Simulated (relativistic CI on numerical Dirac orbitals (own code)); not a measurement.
# Tc4+ (4d3) in a crystal field

Calculated by Dirac-Coulomb-Breit CI, orbitals from a KLI potential per configuration, model QED (radiative potential, 1s self-energy scaled to tabulated hydrogen-like ionisation energies), valence Slater integrals scaled by 0.75, one configuration in a parametric crystal field (own radial code).

Field parameters in Wybourne normalisation: D4h B²₀ = −7Ds, B⁴₀ = 21(Dq − Dt), B⁴₄ = 21√(5/14) Dq. The field is a parameter set, without covalency.

S is read from ⟨S²⟩ = S(S + 1).

Levels (cm⁻¹, degeneracy): 0 (2), 6 (2), 13087 (2), 13203 (2), 13355 (2), 13865 (2), 13991 (2), 18002 (2), 18082 (2), 20575 (2), 20600 (2), 20912 (2).

Task: Which field gives this pattern?
A. D4h, 10Dq = 17900, Ds = 2180, Dt = -430 cm⁻¹
B. D4h, 10Dq = 17900, Ds = 3000, Dt = -430 cm⁻¹
C. D4h, 10Dq = 17900, Ds = 2590, Dt = -430 cm⁻¹
D. D4h, 10Dq = 17900, Ds = -270, Dt = -430 cm⁻¹

Result: D. D4h, 10Dq = 17900, Ds = -270, Dt = -430 cm⁻¹, ground level with S = 1.50.
